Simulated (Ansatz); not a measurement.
Compare A (`FCC(F)CC(F)F`) with its isomer B (`FC(F)CCC(F)F`).

Gas-phase electronic energies from Ansatz, PBE0-D4/def2-TZVP geometries. CCSD(T)/CBS is the MP2 limit (def2-TZVPP, def2-QZVPP) plus CCSD(T) − MP2 in def2-TZVPP, frozen cores. DFT in def2-TZVPP. Each species was taken in one conformer, which may not be the lowest.

A:

Z-matrix (Å, degrees):
```
C
C 1 1.504
F 1 1.375 2 110.4
H 1 1.095 2 109.9 3 119.5
H 1 1.095 2 110.2 3 -119.6
C 2 1.513 1 111.8 3 -172.4
F 2 1.389 1 108.9 3 67.6
H 2 1.095 1 109.5 3 -49.0
C 6 1.506 2 112.2 1 178.9
H 6 1.093 2 109.9 1 -60.5
H 6 1.093 2 110.3 1 58.9
F 9 1.357 6 109.5 2 177.9
F 9 1.360 6 109.9 2 -64.5
H 9 1.093 6 113.8 2 56.5
```

B:

```xyz
14

F     0.240    1.475    1.852
C     0.716    1.449    0.578
F     1.840    0.679    0.597
C    -0.315    0.884   -0.361
C    -0.822   -0.505    0.004
C     0.135   -1.625   -0.315
F    -0.465   -2.813   -0.040
F     0.427   -1.624   -1.646
H     1.019    2.467    0.315
H     0.105    0.889   -1.370
H    -1.154    1.585   -0.363
H    -1.066   -0.559    1.068
H    -1.739   -0.715   -0.552
H     1.079   -1.589    0.232
```

(1) Which isomer does CCSD(T)/CBS put lower? Give the gap. (Estimate.)

(2) Give E(B) − E(A) in kJ/mol with CCSD(T)/def2-TZVPP, B2PLYP, PBE-D4, r2SCAN-D4, HF/def2-TZVPP, PBE0-D4, ωB97M-V. (Best estimate.)

(3) Does the order hold for the free energy at 298.15 K (harmonic terms from PBE0-D4)? (Best estimate.)

Largest T1 diagnostic: 0.011.

## Answers

(1) Computed: B, by 36.0 kJ/mol.

(2) Computed: CCSD(T)/def2-TZVPP -37.3, B2PLYP -35.5, PBE-D4 -36.8, r2SCAN-D4 -38.2, HF/def2-TZVPP -33.7, PBE0-D4 -37.5, ωB97M-V -37.3. None reverses the order clearly.

(3) Computed: Yes: G(B) − G(A) = -34.7 kJ/mol, for one conformer each. Modes under 60 cm⁻¹, often nearly free rotors, make the harmonic entropy too high.

In def2-TZVPP, CCSD(T) changes the Hartree–Fock value by −3.6 kJ/mol (the triples alone add −0.8 kJ/mol) and MP2 by −5.5 kJ/mol. At CCSD(T), def2-SVP lies −11.5 kJ/mol from the extrapolated value and def2-TZVPP −1.4 kJ/mol.
